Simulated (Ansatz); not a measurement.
Two members of one family (Series GeH3X), computed with Ansatz in the gas phase. The two geometries come from different levels. Binding counts from free atoms in the multiplicity of their measured ground term, without zero-point energy. The structures are stationary points that may keep the symmetry of their start.

First: Ge(SMe)H3 (singlet, charge 0, PBE-D4/def2-SVP geometry).

```xyz
9

Ge    1.1821   -0.9587    0.2649
S    -0.1056    0.6077    1.2121
C    -1.1999    0.9963   -0.2094
H    -0.6272    1.3958   -1.0702
H    -1.9000    1.7782    0.1417
H    -1.7872    0.1136   -0.5293
H     0.3248   -2.1786   -0.1750
H     2.2066   -1.3758    1.3476
H     1.9064   -0.3784   -0.9825
```

| level | HOMO (eV) | LUMO (eV) | gap (eV) | binding per atom (eV) |
| --- | --- | --- | --- | --- |
| PBE-D4/def2-TZVP | -5.57 | -0.89 | 4.68 | 3.22 |
| B3LYP-D4/def2-TZVP | -6.55 | -0.26 | 6.29 | 3.20 |
| PBE0-D4/def2-SVP | -6.69 | 0.30 | 6.99 | 3.20 |
| r2SCAN0-D4/def2-TZVP | -6.94 | 0.17 | 7.12 | 3.19 |
| ωB97X-V/def2-TZVP | -9.13 | 2.06 | 11.19 | 3.23 |

Second: GeH3(NHMe) (singlet, charge 0, PBE0-D4/def2-SVP geometry).

Cartesian coordinates in Å:
```
Ge -0.675 -0.126 -1.272
H -2.187 -0.109 -1.554
H 0.050 1.016 -2.008
H -0.080 -1.473 -1.761
N -0.472 0.169 0.526
C 0.846 0.189 1.117
H -1.147 -0.328 1.100
H 1.351 -0.797 1.179
H 1.507 0.853 0.535
H 0.808 0.606 2.139
```

Problem. Estimate how these quantities change from the first to the second (second minus first).

Solution. 
```tsv
level	Δ HOMO (eV)	Δ LUMO (eV)	Δ gap (eV)	Δ binding per atom (eV)
PBE-D4/def2-TZVP	0.35	0.63	0.28	0.11
B3LYP-D4/def2-TZVP	0.18	0.55	0.37	0.11
PBE0-D4/def2-SVP	0.24	0.66	0.42	0.11
r2SCAN0-D4/def2-TZVP	0.16	0.66	0.50	0.07
ωB97X-V/def2-TZVP	0.12	0.45	0.33	0.10
```
